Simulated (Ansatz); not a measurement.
cyclo-(Me2GeNH)3 (C6H21Ge3N3). The state is a singlet with charge 0. Geometry PBE-D4/def2-SVP.

```csv
atom,x (Å),y (Å),z (Å)
Ge1,0.3328,-1.8326,0.1758
C2,1.8029,-2.9809,-0.4395
C3,-1.2044,-2.9094,0.7819
N4,0.8645,-0.7070,1.5571
Ge5,0.8756,1.1378,1.2587
C6,0.9378,2.0269,3.0082
C7,2.4013,1.5530,0.1045
N8,-0.6622,1.7125,0.3639
Ge9,-1.1586,0.8151,-1.1852
C10,-3.0851,0.4096,-1.0873
C11,-0.7227,1.8486,-2.7964
N12,-0.0772,-0.6952,-1.2315
H13,2.6590,-2.3545,-0.7578
H14,2.1402,-3.6414,0.3835
H15,1.4838,-3.6163,-1.2901
H16,-1.5309,-3.6016,-0.0194
H17,-2.0546,-2.2498,1.0454
H18,-0.9358,-3.5108,1.6742
H19,0.4910,-0.9713,2.4756
H20,0.0365,1.7850,3.6064
H21,0.9870,3.1256,2.8778
H22,1.8314,1.6965,3.5733
H23,2.4431,2.6383,-0.1119
H24,3.3487,1.2345,0.5810
H25,2.2787,1.0009,-0.8477
H26,-1.4486,1.9177,0.9904
H27,-3.4135,-0.1202,-2.0034
H28,-3.6767,1.3429,-0.9934
H29,-3.3008,-0.2360,-0.2134
H30,0.3472,2.1338,-2.7763
H31,-0.9198,1.2580,-3.7136
H32,-1.3319,2.7728,-2.8363
H33,0.2614,-0.9827,-2.1544
```

The 6-31G sets use Cartesian d functions. B3LYP takes the VWN-RPA correlation.

Problem. Estimate the orbital energies around the gap (eV) in Ansatz with HF/6-31G, PBE-D4/def2-SVP, r2SCAN-D4/def2-SVP, B3LYP-D4/6-31G, PBE0-D4/def2-SVP.

Solution. 
```
orbital  HF/6-31G  PBE-D4/def2-SVP  r2SCAN-D4/def2-SVP  B3LYP-D4/6-31G  PBE0-D4/def2-SVP
 HOMO−9    -13.81            -8.72               -9.11           -9.93            -10.23
 HOMO−8    -12.76            -7.97               -8.32           -9.07             -9.40
 HOMO−7    -12.25            -7.32               -7.67           -8.43             -8.76
 HOMO−6    -11.57            -7.08               -7.40           -8.11             -8.42
 HOMO−5    -11.55            -7.07               -7.39           -8.08             -8.42
 HOMO−4    -11.44            -6.92               -7.24           -7.93             -8.26
 HOMO−3    -11.03            -6.69               -6.99           -7.67             -7.98
 HOMO−2    -10.66            -5.67               -6.04           -6.68             -7.18
 HOMO−1     -9.52            -4.92               -5.23           -5.91             -6.28
   HOMO     -9.43            -4.68               -5.01           -5.68             -6.09
   LUMO      4.33             0.18                0.72            0.93              1.02
 LUMO+1      4.79             0.80                1.20            1.42              1.69
 LUMO+2      5.08             0.96                1.44            1.69              1.84
 LUMO+3      5.20             1.18                1.81            1.94              2.01
 LUMO+4      5.67             1.48                2.03            2.25              2.36
 LUMO+5      5.94             1.60                2.16            2.51              2.49
```
